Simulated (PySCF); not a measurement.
Compound: C3H9FSi2 (triplet state).
Z-matrix (Å and degrees, GFN2-xTB geometry), rows numbered from 1:
```
C 
Si  1  1.9204
C   2  1.9203  1  105.72
C   2  1.9047  1  109.05  3   117.08
Si  2  2.2797  1  114.68  3  -127.19
F   5  1.6692  2  107.35  1    61.43
H   1  1.0861  2  110.55  3    65.38
H   1  1.0862  2  111.21  3  -175.31
H   1  1.0875  2  112.07  3   -54.75
H   3  1.0862  2  111.20  1   175.19
H   3  1.0875  2  112.07  1    54.63
H   3  1.0862  2  110.53  1   -65.50
H   4  1.0841  2  112.00  1    62.07
H   4  1.0842  2  111.97  1  -176.56
H   4  1.0847  2  109.65  1   -57.25
```

The hyperfine couplings belong to this conformer and change with its torsions.

The species is `C[Si](C)(C)[Si]F` [triplet].

Theory: PySCF, UKS B3LYP, pcH-1 on C F H Si, non-relativistic, mean-field spin-orbit, GIAO. Geometry: GFN2-xTB; no solvent, vibrations or thermal averaging. This triplet need not be the ground state; the singlet was not compared here. A GFN2-xTB geometry isn't a minimum of the functional, and hyperfine couplings can be far from their values at a DFT geometry, by a factor of two or more for some ions and for spin on atoms past the first row. The SCF solution wasn't tested for stability.

Principal values of hyperfine tensors in MHz (contact, dipolar and spin–orbit terms together), for some of the nuclei:

| atom | isotope | A1 | A2 | A3 | alike by the symmetry of this geometry |
| --- | --- | --- | --- | --- | --- |
| Si5 | 29Si | -367.57 | -323.98 | -218.68 | none |
| F6 | 19F | -53.16 | 149.19 | 162.70 | none |
| Si2 | 29Si | -109.74 | -60.76 | -60.72 | none |
| C1 | 13C | 16.62 | 16.74 | 23.32 | C3 |
| H11 | 1H | 12.58 | 13.86 | 16.74 | H9 |
| H15 | 1H | 0.84 | 1.33 | 3.92 | none |
| H7 | 1H | -3.19 | -1.95 | 1.95 | H12 |
| H8 | 1H | -3.42 | -1.50 | 2.17 | H10 |

Problem. Give the isotropic coupling of each nucleus in MHz and in mT (g = 2.0021), and the anisotropic part.

Solution. a_iso is a third of the trace, T = A − a_iso, and a(mT) = a(MHz)/(g × 13.996). The tensors hold a spin–orbit part: the run splits a_iso into a_FC + a_SO, and T includes its anisotropic share.

```
atom  a_iso (MHz)     a_FC  a_SO  a_iso (mT)       T1      T2     T3
 Si5      -303.41  -304.68  1.27     -10.828   -64.16  -20.57  84.73
  F6        86.24    84.34  1.91       3.078  -139.41   62.95  76.46
 Si2       -77.07   -77.22  0.15      -2.751   -32.67   16.31  16.35
  C1        18.89    18.89  0.00       0.674    -2.28   -2.15   4.43
 H11        14.39    14.39  0.00       0.514    -1.81   -0.53   2.35
 H15         2.03     2.03  0.00       0.072    -1.19   -0.70   1.88
  H7        -1.06    -1.06  0.00      -0.038    -2.13   -0.89   3.02
  H8        -0.91    -0.91  0.00      -0.033    -2.50   -0.58   3.09
```

Problem. What spin density at the nucleus of Si2 lies behind its contact coupling (g_N = -1.11058)?

Solution. a_FC = 800.24 MHz bohr³ × g_N × ρ(0)/(2S). With a_FC = -77.22 MHz and 2S = 2, ρ(0) = 0.1738 bohr⁻³. The nuclear moment is negative, so coupling and spin density have opposite signs.

Problem. C4 (13C, g_N = 1.40482) isn't in the table. Its spin density at the nucleus is -0.003004 bohr⁻³. What is its contact coupling?

Solution. By the same relation, a_FC = -1.69 MHz. Its full tensor has the principal values -2.39, -2.09, -0.58 MHz.

Problem. Which nucleus of the table has the largest anisotropic coupling, and what is its form?

Solution. F6: -139.4, 62.9, 76.5 MHz (the dipolar term alone has -138.1, 62.1, 76.0), rhombic: the two smaller values differ by 10 % of the largest.
